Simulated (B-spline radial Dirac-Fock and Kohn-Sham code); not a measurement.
## Auger parameter of indium: the L3 level and its strongest L3-MM line

Level of theory: multi-electron Dirac-Fock with separately optimised hole states, Breit and Lamb-shift corrections added in first order; an atomic code on a B-spline grid. The modified Auger parameter α′ is the binding energy plus the kinetic energy of the Auger electron; it does not depend on the energy zero. For free ions it tends to fall with charge, since less charge screens the final holes.

| species | configuration | binding 2p3/2 (eV) | Auger line | kinetic (eV) | α′ (eV) |
| --- | --- | --- | --- | --- | --- |
| In | [Kr] 4d10 5s2 5p1 | 3739.2 | M3M3 J=2 | 2353.0 | 6092.3 |
| In | [Kr] 4d10 5s1 5p2 | 3740.9 | M3M3 J=2 | 2351.5 | 6092.4 |
| In⁺ | [Kr] 4d10 5s2 | 3747.7 | M3M3 J=2 | 2343.0 | 6090.7 |
| In⁺ | [Kr] 4d9 5s2 5p1 | 3756.4 | M3M3 J=2 | 2334.0 | 6090.4 |
| In⁺ (Watson 2 Å) | [Kr] 4d10 5s2 | 3740.7 | M3M3 J=2 | 2350.1 | 6090.8 |
| In²⁺ | [Kr] 4d10 5s1 | 3758.8 | M3M3 J=2 | 2330.6 | 6089.4 |
| In²⁺ (Watson 1.8 Å) | [Kr] 4d10 5s1 | 3743.0 | M3M3 J=2 | 2346.5 | 6089.6 |
| In²⁺ (Watson 3 Å) | [Kr] 4d10 5s1 | 3749.2 | M3M3 J=2 | 2340.2 | 6089.4 |
| In³⁺ | [Kr] 4d10 | 3771.0 | M3M3 J=2 | 2317.4 | 6088.4 |
| In³⁺ | [Kr] 4d9 5p1 | 3780.3 | M3M3 J=2 | 2308.0 | 6088.2 |
| In³⁺ (Watson 1.6 Å) | [Kr] 4d10 | 3744.1 | M3M3 J=2 | 2344.3 | 6088.4 |
| In³⁺ (Watson 2.2 Å) | [Kr] 4d10 | 3751.4 | M3M3 J=2 | 2337.0 | 6088.4 |
| In⁴⁺ | [Kr] 4d9 | 3792.2 | M3M3 J=2 | 2295.1 | 6087.4 |
| In⁵⁺ | [Kr] 4d8 | 3815.0 | M3M3 J=2 | 2271.8 | 6086.8 |
| In⁶⁺ | [Kr] 4d7 | 3839.3 | M3M3 J=2 | 2247.3 | 6086.6 |
| In⁷⁺ | [Kr] 4d6 | 3865.0 | M3M3 J=2 | 2221.9 | 6086.8 |
| In⁸⁺ | [Kr] 4d5 | 3892.1 | M3M3 J=2 | 2195.4 | 6087.5 |

Values without a named source are computed, but for edge energies of neutral atoms, which are taken from tables.
